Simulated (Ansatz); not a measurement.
`C[SiH2]CCl` + `[SnH4]` → `ClC[SiH2][SnH3]` + CH₄ at 700 K and 1 bar (formal exchange of groups at the Si–C bond).

Calculated with Ansatz (gas phase, PBE0-D4/def2-TZVP geometries, no zero-point term in ΔE). CBS: MP2 limit from def2 TZ/QZ plus the TZ coupled-cluster correction, frozen cores. This one scheme is used for every species. Elements past krypton have def2 core potentials. For Sn outer-core shells are correlated without core-valence functions, which leaves a few kJ/mol of doubt a bond. Each species was taken in one conformer, which may not be the lowest.

```csv
species,CCSD(T)/CBS energy (Eh),H − E (kJ/mol),S (J/(mol·K))
`C[SiH2]CCl`,-829.18668,291.1,449.7
`[SnH4]`,-216.39156,106.0,282.9
`ClC[SiH2][SnH3]`,-1005.12998,260.3,517.8
CH₄,-40.46206,145.9,224.0
```

H − E and S are ideal-gas, rigid-rotor, harmonic terms from PBE0-D4/def2-TZVP, for one conformer and one mirror image of each species. 1 Eh = 2625.50 kJ/mol, R = 8.31446 J/(mol·K).

Task: By hand: ΔE, ΔH, ΔS and ΔG.

Result: ΔE = (-1005.12998) + (-40.46206) − (-829.18668) − (-216.39156) = -0.01380 Eh = -36.2 kJ/mol. Δ(H − E) = 260.3 + 145.9 − 291.1 − 106.0 = 9.1, so ΔH = -27.1 kJ/mol. ΔS = 517.8 + 224.0 − 449.7 − 282.9 = 9.2 J/(mol·K). ΔG = -27.1 − 700 × (9.2)/1000 = -33.5 kJ/mol.

Task: By hand: the equilibrium constant, and the temperature at which ΔG would vanish if ΔH and ΔS stayed fixed.

Result: log₁₀ K = −ΔG/(RT ln 10) = 2.5. ΔH and −TΔS have one sign here, so there is no such temperature.

The number of gas molecules stays the same, so ΔS is small and ΔH decides. A doubt of 5 kJ/mol in ΔE shifts log₁₀ K by 0.4 here. Other conformers and mirror images would add mixing entropy, several J/(mol·K) or more a flexible species. Modes under 60 cm⁻¹, often nearly free rotors, make the harmonic entropy too high. These are equilibria of isolated gas molecules and say nothing of rates. Largest T1 diagnostic: 0.013 (customary marks: 0.02 for closed shells, 0.045 for open ones).

ΔS is within the doubt of such terms, so its sign, and with it that verdict, could turn.
